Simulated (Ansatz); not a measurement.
`CC(=O)[SiH2]N`. Total charge 0; spin multiplicity 1.

Z-matrix (Å, degrees):
```
C
C 1 1.504
H 1 1.095 2 109.7
H 1 1.091 2 110.7 3 -121.5
H 1 1.095 2 109.8 3 116.8
O 2 1.212 1 121.7 3 120.9
Si 2 1.938 1 119.7 3 -59.3
N 7 1.711 2 114.2 1 178.2
H 7 1.488 2 106.9 1 -60.7
H 7 1.488 2 107.5 1 57.1
H 8 1.009 7 118.2 2 66.2
H 8 1.009 7 118.2 2 -70.0
```

Give the diagnostics of a CCSD(T)/def2-TZVPP run (frozen core, Ansatz 0.2.0). (Best estimate.)

Computed: T1 = 0.0137, largest single amplitude 0.027, largest double 0.051, (T) share of the correlation energy 3.9 %, 10 CCSD cycles. The RHF solution is stable towards an unrestricted one. T1 lies under the customary mark of 0.02 for closed shells.
